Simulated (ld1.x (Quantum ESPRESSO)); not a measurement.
**An all-electron radial function and its pseudo partner (O (Z = 8))**

Columns: radius, all-electron u(r) and pseudo u(r) of the 2s shell (level -79.58 eV) of oxygen in the configuration [He] 2s2 2p1; PW91, scalar-relativistic, ultrasoft scheme, ld1.x (Quantum ESPRESSO) 7.5.

| r (bohr) | all-electron | pseudo |
| --- | --- | --- |
| 0.088 | 0.4850 | -0.1583 |
| 0.175 | 0.3614 | -0.3140 |
| 0.262 | 0.0445 | -0.4675 |
| 0.350 | -0.2964 | -0.6171 |
| 0.438 | -0.5866 | -0.7555 |
| 0.525 | -0.8028 | -0.8749 |
| 0.612 | -0.9481 | -0.9696 |
| 0.700 | -1.0309 | -1.0337 |
| 0.788 | -1.0610 | -1.0610 |
| 0.875 | -1.0514 | -1.0514 |
| 0.962 | -1.0134 | -1.0134 |
| 1.050 | -0.9556 | -0.9556 |
| 1.138 | -0.8858 | -0.8858 |
| 1.225 | -0.8107 | -0.8107 |
| 1.312 | -0.7337 | -0.7337 |
| 1.400 | -0.6571 | -0.6571 |
| 1.487 | -0.5846 | -0.5846 |
| 1.575 | -0.5159 | -0.5159 |
| 1.662 | -0.4534 | -0.4534 |
| 1.750 | -0.3961 | -0.3961 |
| 1.838 | -0.3445 | -0.3445 |
| 1.925 | -0.2992 | -0.2992 |
| 2.012 | -0.2590 | -0.2590 |
| 2.100 | -0.2233 | -0.2233 |
| 2.188 | -0.1919 | -0.1919 |
| 2.275 | -0.1648 | -0.1648 |

Question: How many radial nodes do the two functions have?

Answer: The all-electron 2s function has n − l − 1 = 1; the pseudo-wave has 0, since the states of the same l below it are removed with the core.

Question: At about which radius was the pseudo-wave matched?

Answer: 0.80 bohr, where the columns begin to agree (steps of 0.09 bohr).

Question: Where does each function peak?

Answer: Outermost all-electron maximum near 0.79 bohr, pseudo maximum near 0.79 bohr (to the table’s step).

Question: Is the pseudo-wave norm-conserving?

Answer: No, it belongs to an ultrasoft set: the norm inside the radius is not constrained, and the difference is carried by the augmentation charge.
